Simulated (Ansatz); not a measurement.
`F[SiH2]CS`. Charge 0, multiplicity 1.

```
atom   x (Å)   y (Å)   z (Å)
  F1  -1.634  -0.505   0.959
 Si2  -0.083  -0.813   0.688
  C3   0.629   0.619  -0.267
  S4  -0.305   0.910  -1.795
  H5   0.570  -0.962   2.013
  H6   0.008  -2.063  -0.099
  H7   1.643   0.358  -0.586
  H8   0.700   1.531   0.329
  H9  -1.528   0.925  -1.242
```

Q: List the harmonic frequencies (cm⁻¹, unscaled) at PBE0-D4/def2-TZVP in Ansatz. (Best estimate.)

A: Ansatz gave: 99, 161, 225, 289, 552, 619, 722, 772, 780, 858, 902, 942, 962, 1135, 1177, 1417, 2232, 2261, 2707, 3067, 3122.

Q: Is this a minimum?

A: Yes, all 21 modes are real.

Q: Give the ideal-gas thermochemistry at 298.15 K and 1 bar (rigid rotor, harmonic oscillator; point group C1, symmetry number 1).

A: Zero-point energy 149.5 kJ/mol; H(298) − E = 167.8 kJ/mol; entropy 325.3 J/(mol·K), of which translation 165.8, rotation 110.3, vibration 49.2; G(298) − E = 70.8 kJ/mol. Modes under 100 cm⁻¹ are hindered rotations or soft bends, so the harmonic entropy is rough.

Q: Rotational constants (cm⁻¹)?

A: 0.2899, 0.08286, 0.07011.
